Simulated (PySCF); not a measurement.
Al(Me)2(F) cation (C₂H₆AlF), SMILES [CH3][Al]([CH3])[F] (connectivity only; charge and spin as stated), charge +1, multiplicity 2.

Coordinates come from a PBE0-D3(BJ)/def2-SVP optimisation. The spin state was assumed, not searched. The isomer is the one that the SMILES or the coordinates give; other isomers of the formula were not compared.

Two levels are set side by side: PBE/def2-TZVP (PySCF) and B3LYP/def2-TZVP (PySCF). Same geometry, gas phase. Differences are taken from unrounded values.

```json
[
 {"quantity": "α-spin orbital gap (eV)", "B3LYP": "7.93", "PBE": "6.20", "PBE minus B3LYP": "-1.73"},
 {"quantity": "β-spin orbital gap (eV)", "B3LYP": "3.58", "PBE": "2.19", "PBE minus B3LYP": "-1.39"},
 {"quantity": "mean polarisability (bohr³)", "B3LYP": "56.7", "PBE": "56.0", "PBE minus B3LYP": "-0.7"}
]
```

Rough cost on one machine, each run with all the roots and properties that it gave: B3LYP against PBE within a factor of 2.
